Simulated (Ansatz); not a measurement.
A run on C3H5F3O, SMILES `COCC(F)(F)F` with other settings.

```yaml
crystal:
  periodic: [false, false, false]
  atoms:
    - {symbol: C, position_ang: [-0.224704, -1.504083, 0.825210]}
    - {symbol: O, position_ang: [0.794136, -0.546973, 0.631841]}
    - {symbol: C, position_ang: [0.682794, 0.208775, -0.527210]}
    - {symbol: C, position_ang: [-0.214085, 1.425178, -0.375946]}
    - {symbol: F, position_ang: [-0.186672, 2.147410, -1.505059]}
    - {symbol: F, position_ang: [-1.493021, 1.094579, -0.144230]}
    - {symbol: F, position_ang: [0.178568, 2.214462, 0.623701]}
    - {symbol: H, position_ang: [-1.188837, -1.042615, 1.056712]}
    - {symbol: H, position_ang: [0.085594, -2.122335, 1.666827]}
    - {symbol: H, position_ang: [-0.337944, -2.140351, -0.061890]}
    - {symbol: H, position_ang: [1.676755, 0.585927, -0.779254]}
    - {symbol: H, position_ang: [0.304315, -0.375272, -1.376703]}
basis:
  gaussian: {orbitals: aug-cc-pVDZ, nuclear_model: gaussian}
hamiltonian: {xc: {name: B2GP-PLYP}, pseudopotentials: {relativity: none}}
output: {forces: true}
```

```sh
$ ansatz run in.yaml --threads 4 --pin off --events-out ev --progress --plain --max-ram 11315MiB
```

It prints (some lines left out):

```
Functional definition: B2GP-PLYP
1981 factors; integrals over basis functions are off by at most 5.2e-4 eV
mean field evaluation 1: about -13360.0653 eV, gradient 4.8e1 eV
mean field evaluation 2: about -13360.1134 eV, gradient 4.8e1 eV
mean field evaluation 4: about -13364.5238 eV, gradient 5.0e0 eV
mean field evaluation 8: about -13364.5732 eV, gradient 3.3e-1 eV
mean field evaluation 16: about -13364.5734 eV, gradient 1.4e-4 eV
mean field -13364.57338246 eV, -491.1390129721 hartree, gradient 6.8e-6 eV, S^2 0.000000; 0 other end points of the search recorded, 0 dependent functions left out
7 core orbitals not correlated: weight in the atoms' cores, before any rotation towards them, 1.000 or more for the frozen orbitals, at most 0.000 for the correlated occupied ones
reference -13364.57353005 eV, -491.1390183960 hartree; 22, 22 occupied and 177, 177 virtual orbitals, 1981 factors
second order -38.35942202 eV of doubles, -0.00000000 eV of singles
Total energy: -13378.38292198 eV, -491.6465041890 hartree
Atom 0 at    -0.224704    -1.504083     0.825210 Å, force    -0.303222    -0.269004     0.063351 eV/Å
Atom 1 at     0.794136    -0.546973     0.631841 Å, force     0.373220     0.074231     0.331423 eV/Å
Atom 2 at     0.682794     0.208775    -0.527210 Å, force     0.015777     0.186243    -0.344843 eV/Å
Atom 3 at    -0.214085     1.425178    -0.375946 Å, force     0.347978    -0.515847    -0.017285 eV/Å
Atom 4 at    -0.186672     2.147410    -1.505059 Å, force     0.006773     0.372126    -0.563097 eV/Å
Atom 5 at    -1.493021     1.094579    -0.144230 Å, force    -0.636072    -0.164564     0.117262 eV/Å
Atom 6 at     0.178568     2.214462     0.623701 Å, force     0.191640     0.404798     0.496958 eV/Å
Atom 7 at    -1.188837    -1.042615     1.056712 Å, force    -0.113316     0.077680     0.021969 eV/Å
Atom 8 at     0.085594    -2.122335     1.666827 Å, force     0.052888    -0.077251     0.113231 eV/Å
Atom 9 at    -0.337944    -2.140351    -0.061890 Å, force     0.003024    -0.064818    -0.117170 eV/Å
Atom 10 at     1.676755     0.585927    -0.779254 Å, force     0.122964     0.048952    -0.017023 eV/Å
Atom 11 at     0.304315    -0.375272    -1.376703 Å, force    -0.061654    -0.072546    -0.084776 eV/Å
Dipole moment:     0.031847    -0.439830    -0.159344 e Å
```

Run time 14 s (4 threads of an Arm Neoverse V2 on a shared host); peak host memory 0.84 GiB.
